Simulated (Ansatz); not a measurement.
Reaction (formal loss of a carbene): `CO[SiH2]B(O)F` → `[CH2]` (triplet) + `O[SiH2]B(O)F`

Computed with Ansatz on PBE0-D4/def2-TZVP structures; ΔE is electronic, products minus reactants. CCSD(T)/CBS adds triple-zeta CCSD(T) − MP2 to the extrapolated MP2 energy (def2 sets, frozen cores). This one scheme is used for every species. DFT in def2-TZVPP. B3LYP here is the variant with VWN-RPA as its local correlation; programs differ in this. Triplets are unrestricted, without spin–orbit coupling. One conformer a species, not always the lowest.

`CO[SiH2]B(O)F`:

Z-matrix (Å, degrees):
```
C
O 1 1.410
H 1 1.091 2 108.5
H 1 1.096 2 111.3 3 -119.4
H 1 1.096 2 111.2 3 119.4
Si 2 1.659 1 123.2 3 179.4
B 6 2.029 2 100.2 1 -180.0
H 6 1.493 2 110.4 1 59.0
H 6 1.493 2 110.4 1 -58.9
O 7 1.347 6 118.7 2 -0.1
F 7 1.327 6 124.0 2 179.9
H 10 0.964 7 111.3 6 0.0
```

`[CH2]` (triplet):

```xyz
3

C    -0.092    0.200    0.166
H     0.904    0.393   -0.202
H    -0.812   -0.593    0.035
```

`O[SiH2]B(O)F`:

Cartesian coordinates in Å:
```
O -1.692 1.219 -0.540
Si -0.201 1.031 0.150
B 0.458 -0.883 -0.055
O 1.741 -1.218 0.185
F -0.401 -1.848 -0.419
H -2.304 0.486 -0.462
H 0.700 1.994 -0.530
H -0.225 1.376 1.602
H 1.925 -2.158 0.069
```

Problem. Is it downhill or uphill in electronic energy at CCSD(T)/CBS, and by how much? (Best estimate.)

Solution. Computed: Uphill: ΔE = +4.03 eV.

Problem. What do these levels give: r2SCAN, B3LYP, HF/def2-TZVPP, MP2/def2-TZVPP, SCS-MP2/def2-QZVPP, HF/CBS(def2)? (An estimate is asked.)

Solution. Computed: r2SCAN 3.82, B3LYP 3.92, HF/def2-TZVPP 2.58, MP2/def2-TZVPP 4.02, SCS-MP2/def2-QZVPP 4.14, HF/CBS(def2) 2.59 eV.

Largest T1 diagnostic among the species: 0.013.

In def2-TZVPP, CCSD(T) changes the Hartree–Fock value by +1.35 eV (the triples alone add +0.12 eV) and MP2 by +1.44 eV. From PBE to PBE0 (25 % exact exchange), in def2-TZVPP and without D4, ΔE moves by −0.10 eV.
